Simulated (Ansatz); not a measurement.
Reaction (formal hydrolysis of the In–F bond): `[F][In]([F])[SH]` + H₂O → `[OH][In]([F])[SH]` + H–F

Isolated molecules relaxed with PBE0-D4/def2-TZVP in Ansatz; ΔE leaves out vibrations. CCSD(T)/CBS is the MP2 limit (def2-TZVPP, def2-QZVPP) plus CCSD(T) − MP2 in def2-TZVPP, frozen cores. This one scheme is used for every species. DFT in def2-TZVPP. def2 core potentials past Kr. For In outer-core shells are correlated without core-valence functions, which leaves a few kJ/mol of doubt a bond. Each species was taken in one conformer, which may not be the lowest.

Is it downhill or uphill in electronic energy at CCSD(T)/CBS, and by how much? (Estimate.)

Computed: Uphill: ΔE = +0.22 eV.

What do these levels give: PBE-D4, r2SCAN, PBE0, SCS-MP2/def2-TZVPP, CCSD(T)/def2-TZVPP, HF/CBS(def2)? (An estimate is asked.)

The calculation gave: PBE-D4 0.25, r2SCAN 0.28, PBE0 0.26, SCS-MP2/def2-TZVPP 0.20, CCSD(T)/def2-TZVPP 0.20, HF/CBS(def2) 0.39 eV.

Largest T1 diagnostic among the species: 0.016.

In def2-TZVPP, CCSD(T) changes the Hartree–Fock value by −0.16 eV (the triples alone add −0.02 eV) and MP2 by −0.20 eV.
